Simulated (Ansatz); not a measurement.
Coupled-cluster diagnostics for ReO3Cl (ReClO3), Ansatz.

Geometry of the singlet (PBE-D4/def2-SVP):

```xyz
5

Re    0.0792    0.0197    0.0456
O     1.4397   -0.3130   -0.9446
O     0.1187    1.6770    0.4862
O     0.1995   -0.9257    1.4717
Cl   -1.8371   -0.4580   -1.0590
```

In the def2 sets Re takes a core potential; there is no spin–orbit coupling. Correlated methods freeze 8 core orbitals; core or outer-core shells of Re are correlated, in sets that lack core-valence functions.

**Question.** Estimate the CCSD(T) correlation energy, the shares of MP2 and (T), T1 and the reference's ⟨S²⟩ for: charge 0, singlet, own geometry in def2-TZVPP; and the rough time on 4 threads of Intel Xeon Platinum 8259CL on a shared host.

**Answer.** 
```csv
state,basis,correlation (eV),MP2 share (%),(T) share (%),T1,⟨S²⟩ (pure),wall time
"charge 0, singlet, own geometry",def2-TZVPP,-41.989,101.7,6.5,0.025,0.00 (0.00),26 s
```
Customary marks for T1 are 0.02 (closed shells), 0.045 (open shells) and about 0.05 (3d metals). T1 exceeds 0.02 in 1 of 1 rows and 0.045 in 0; the higher it lies, the less the single-reference result can be trusted.
